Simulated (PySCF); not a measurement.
C₆ coefficients of unlike pairs at UHF

Calculated with PySCF 2.14 from the dipole response of each species, C₆(A,B) = (3/π) ∫ α_A(iu) α_B(iu) du, in atomic units, from isotropic polarisabilities. For ions this is the dispersion term alone; charge-induced terms of lower order in 1/R come first.

```json
{"species": "Ru²⁺", "configuration": "[Kr] 4d6 (5D)", "basis": "aug-cc-pVTZ-PP with ECP28MDF (6s6p5d3f2g)", "relativity": "core potential", "α (bohr³)": "7.474", "C₆ (like pair)": "39.48"}
{"species": "Ir", "configuration": "[Xe] 4f14 5d7 6s2 (4F)", "basis": "aug-cc-pwCVDZ-PP with ECP60MDF (6s6p5d3f)", "relativity": "core potential", "α (bohr³)": "63.96", "C₆ (like pair)": "695.0"}
{"species": "Ne", "configuration": "[Ne] (1S)", "basis": "aug-cc-pwCVTZ (7s6p4d2f)", "relativity": "none", "α (bohr³)": "2.197", "C₆ (like pair)": "5.197"}
{"species": "C", "configuration": "[He] 2s2 2p2 (3P)", "basis": "aug-cc-pCVQZ-DK (9s8p6d4f2g)", "relativity": "spin-free X2C", "α (bohr³)": "11.96", "C₆ (like pair)": "46.33"}
```

Q: Estimate C₆ for C with Ru²⁺.

A: The integral gives 39.92. The combination rule 2 C_A C_B / (C_A α_B/α_A + C_B α_A/α_B) gives 39.70 and the geometric mean 42.77.

No spin-orbit coupling is included.

The other pairs:

| pair | C₆ |
| --- | --- |
| C, Ir | 174.2 |
| Ne, Ru²⁺ | 14.14 |
| C, Ne | 13.44 |
| Ir, Ru²⁺ | 142.2 |
| Ne, Ir | 46.97 |
